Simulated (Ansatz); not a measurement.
Cost and result for the atomization energy of CH₆BrSi₂, SMILES `C[Si]([SiH3])Br` radical (10 atoms, 9 bonds).

Cartesian coordinates in Å:
```
C 1.573 0.547 0.636
Si -0.299 0.617 0.659
Si -1.354 -0.444 -1.137
Br -1.020 -0.343 2.549
H 1.950 1.006 -0.282
H 1.917 -0.490 0.677
H 1.989 1.083 1.491
H -2.824 -0.314 -0.974
H -0.995 -1.887 -1.219
H -0.937 0.226 -2.400
```

Charge 0, multiplicity 2. Correlated methods include outer-core shells of Br, which these sets cover unevenly. Scalar relativity is left out up to krypton. All single points use the PBE0-D4/def2-TZVP geometry. Program: Ansatz. Hardware: A = 2 threads of an AMD EPYC 7R13 on a shared host; B = 2 threads of an AMD EPYC 7R13 on a shared host and a share of an NVIDIA H100 80 GB. Times are those of one run each, without the atoms' runs, and a repeat can differ threefold. Electronic energies, without spin–orbit coupling; frozen cores. CCSD(T)/CBS adds CCSD(T) − MP2 in def2-TZVPP to the MP2 limit, and its time is that of the two runs behind it. T1 = 0.012; ⟨S²⟩ of the reference is 0.76. With those shells the extrapolation isn't a true limit. HSE06 is the plane-wave form, built on full-range PBE exchange.

CCSD(T)/CBS is a level of theory with its own doubt, some kJ/mol a heavy atom from the limit and from the frozen cores, so smaller differences don't rank the functionals.

```json
{"level": "CCSD(T)/def2-SVP [B]", "functions": "112", "wall time": "2.7 s"}
{"level": "MP2/def2-QZVPP [B]", "functions": "466", "wall time": "3.9 s"}
{"level": "PBE-D4/def2-TZVPP (with forces) [A]", "functions": "247", "wall time": "6 s"}
{"level": "BLYP-D4/def2-TZVPP [A]", "functions": "247", "wall time": "6 s"}
{"level": "CCSD(T)/def2-TZVPP [B]", "functions": "247", "wall time": "7 s"}
{"level": "CCSD(T)/CBS(def2)", "functions": "–", "wall time": "11 s"}
{"level": "PBE0-D4/def2-TZVPP [A]", "functions": "247", "wall time": "12 s"}
{"level": "BHLYP-D4/def2-TZVPP [A]", "functions": "247", "wall time": "13 s"}
{"level": "HSE06-D4/def2-TZVPP [A]", "functions": "247", "wall time": "14 s"}
{"level": "B2PLYP/def2-TZVPP [A]", "functions": "247", "wall time": "14 s"}
{"level": "CAM-B3LYP-D4/def2-TZVPP [A]", "functions": "247", "wall time": "15 s"}
{"level": "r2SCANh-D4/def2-TZVPP [A]", "functions": "247", "wall time": "17 s"}
{"level": "ωB97X-V/def2-TZVPP [A]", "functions": "247", "wall time": "24 s"}
```

What atomization energy does each give, and how far from CCSD(T)/CBS? (An estimate is asked.)

The calculation gave: 
| level | atomization (kJ/mol) | difference from CCSD(T)/CBS | per bond |
| --- | --- | --- | --- |
| CCSD(T)/def2-SVP [B] | 2936.8 | -208.4 | -23.1 |
| MP2/def2-QZVPP [B] | 3116.9 | -28.3 | -3.1 |
| PBE-D4/def2-TZVPP (with forces) [A] | 3158.1 | 12.9 | 1.4 |
| BLYP-D4/def2-TZVPP [A] | 3106.9 | -38.3 | -4.3 |
| CCSD(T)/def2-TZVPP [B] | 3059.8 | -85.4 | -9.5 |
| CCSD(T)/CBS(def2) | 3145.2 | 0.0 | 0.0 |
| PBE0-D4/def2-TZVPP [A] | 3142.2 | -3.0 | -0.3 |
| BHLYP-D4/def2-TZVPP [A] | 3096.9 | -48.3 | -5.4 |
| HSE06-D4/def2-TZVPP [A] | 3143.8 | -1.4 | -0.1 |
| B2PLYP/def2-TZVPP [A] | 3092.0 | -53.2 | -5.9 |
| CAM-B3LYP-D4/def2-TZVPP [A] | 3139.9 | -5.3 | -0.6 |
| r2SCANh-D4/def2-TZVPP [A] | 3156.1 | 10.9 | 1.2 |
| ωB97X-V/def2-TZVPP [A] | 3158.1 | 12.9 | 1.4 |

From r2SCAN to r2SCAN0 (25 % exact exchange), in def2-TZVPP and without D4, the atomization energy moves by −25.5 kJ/mol: exact exchange takes away binding that semilocal exchange gives to molecules. Leaving LDA and LC-ωPBE aside and taking each functional with its dispersion term where it has one, the values, not all of them listed here, spread over 74.3 kJ/mol, from B2PLYP to r2SCAN-D4. LDA lies +376.1 kJ/mol from PBE without D4, its usual overbinding. At CCSD(T), def2-SVP lies −208.3 kJ/mol from the extrapolated value and def2-TZVPP −85.4 kJ/mol: correlation converges slowly with the basis, and small sets miss more of it in the bonded molecule than in its fragments.
